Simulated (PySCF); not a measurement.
# Correlation energy of Cd⁺ (cadmium, charge +1)

Starting occupation: [Kr] 4d9 5s1 5p1, 4d3/2 with m_j = -3/2, -1/2, +1/2, +3/2, 4d5/2 with m_j = -3/2, -1/2, +1/2, +3/2, +5/2, 5s1/2 with m_j = +1/2, 5p3/2 with m_j = +3/2. Computed with PySCF 2.14 in x2c-SVPall-2c with one added diffuse shell each of s, p, d type (7s10p7d1f, 79 functions), with X2C-1e with screened-nucleus spin-orbit coupling, Gaussian nucleus. Frozen: [Ar] 3d10; 19 electrons correlated; the 6 highest virtual spinors left out.

MP2 pair energies summed by pair of shells (mhartree):

```csv
pair,energy,share (%)
4d-4d,-214.74,49.9
4d-4p,-114.44,26.6
4p-4p,-37.39,8.7
4d-5s,-19.12,4.4
4d-5p,-12.08,2.8
4d-4s,-11.93,2.8
4p-4s,-10.03,2.3
4p-5s,-3.17,0.7
4p-5p,-2.54,0.6
5p-5s,-2.40,0.6
4s-4s,-2.39,0.6
4s-5s,-0.28,0.1
4s-5p,-0.14,0.0
```

Total MP2 correlation energy: -430.65 mhartree.

The GHF reference relaxed away from the jj start to a determinant that is no pure jj level (⟨S²⟩ = 3.77, ⟨J²⟩ = 24.77); the energies belong to that determinant.

This basis was not built for core-valence correlation, so the inner-shell part is incomplete.
